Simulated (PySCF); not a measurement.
C2H6N2OSi, SMILES C[Si@@H](N)OC#N.

The structure is a stationary point at r2SCAN-D4/def2-SVP. The structure was generated by enumeration; whether it is a known compound was not checked. Other conformers were not sampled.

Computed with r2SCAN/def2-TZVP run with PySCF.

The molecule is in vacuum.

| Property | Value |
|---|---|
| total energy | -554.05280 hartree |
| highest occupied level | -7.06 eV |
| lowest empty level | 0.07 eV |
| orbital gap | 7.13 eV |
| dipole moment | 6.03 D |
| quadrupole, principal values (traceless, Buckingham form, about the centre of nuclear charge) | -15.68, 6.36, 9.33 D·Å |
| mean static polarisability | 62.4 bohr³ (9.25 Å³) |
| polarisability, principal values | 51.1, 56.7, 79.5 bohr³ |
